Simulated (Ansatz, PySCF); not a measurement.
Input for Ansatz (a quantum-chemistry and plane-wave program):
Ansatz 0.2 input:
```yaml
crystal:
  periodic: [false, false, false]
  atoms:
    - {symbol: C, position_ang: [-1.38542588, -1.24611741, -1.15825996]}
    - {symbol: C, position_ang: [-1.28164433, -0.78156048, 0.23741676]}
    - {symbol: C, position_ang: [-2.06671238, 0.50601947, 0.47381936]}
    - {symbol: C, position_ang: [0.19691125, -0.64418768, 0.66477877]}
    - {symbol: C, position_ang: [0.99828683, 0.30993029, -0.22756720]}
    - {symbol: C, position_ang: [2.48991908, -0.02682553, -0.19550963]}
    - {symbol: O, position_ang: [0.77420538, 1.63034663, 0.22965947]}
    - {symbol: H, position_ang: [-0.80027265, -2.08141567, -1.49289813]}
    - {symbol: H, position_ang: [-2.07632384, -0.79706450, -1.84332604]}
    - {symbol: H, position_ang: [-1.70353196, -1.55905497, 0.90184723]}
    - {symbol: H, position_ang: [-3.10700639, 0.37285056, 0.18530611]}
    - {symbol: H, position_ang: [-2.02943018, 0.78485542, 1.52377934]}
    - {symbol: H, position_ang: [-1.64076410, 1.31922168, -0.10536649]}
    - {symbol: H, position_ang: [0.24804038, -0.27346668, 1.68897304]}
    - {symbol: H, position_ang: [0.66252442, -1.62986023, 0.62660201]}
    - {symbol: H, position_ang: [0.62825623, 0.20941345, -1.26417294]}
    - {symbol: H, position_ang: [3.05285872, 0.67585659, -0.80914361]}
    - {symbol: H, position_ang: [2.66086899, -1.02907958, -0.57834581]}
    - {symbol: H, position_ang: [2.86057828, 0.03079947, 0.82569540]}
    - {symbol: H, position_ang: [1.34255136, 2.23061957, -0.26429468]}
basis:
  gaussian:
    orbitals: STO-3G
hamiltonian:
  xc: blyp
magnetization: {spin_polarized: true, initial_magnetization: 1}
accuracy: high
```

**Question.** Convert this to an input for PySCF.

**Answer.** One answer among several that fit: 
```python
from pyscf import gto, scf, dft

mol = gto.Mole()
mol.atom = '''
    C    -1.38542588   -1.24611741   -1.15825996
    C    -1.28164433   -0.78156048    0.23741676
    C    -2.06671238    0.50601947    0.47381936
    C     0.19691125   -0.64418768    0.66477877
    C     0.99828683    0.30993029   -0.22756720
    C     2.48991908   -0.02682553   -0.19550963
    O     0.77420538    1.63034663    0.22965947
    H    -0.80027265   -2.08141567   -1.49289813
    H    -2.07632384   -0.79706450   -1.84332604
    H    -1.70353196   -1.55905497    0.90184723
    H    -3.10700639    0.37285056    0.18530611
    H    -2.02943018    0.78485542    1.52377934
    H    -1.64076410    1.31922168   -0.10536649
    H     0.24804038   -0.27346668    1.68897304
    H     0.66252442   -1.62986023    0.62660201
    H     0.62825623    0.20941345   -1.26417294
    H     3.05285872    0.67585659   -0.80914361
    H     2.66086899   -1.02907958   -0.57834581
    H     2.86057828    0.03079947    0.82569540
    H     1.34255136    2.23061957   -0.26429468
'''
mol.basis = 'sto-3g'
mol.spin = 1
mol.verbose = 3
mol.build()

mf = dft.UKS(mol)
mf.xc = 'blyp'
mf.grids.atom_grid = (99, 590)
mf.grids.prune = None
mf.kernel()
```

Both were run: Ansatz gave -307.499708 Eh and PySCF -307.499708 Eh, 0.000 mEh apart.
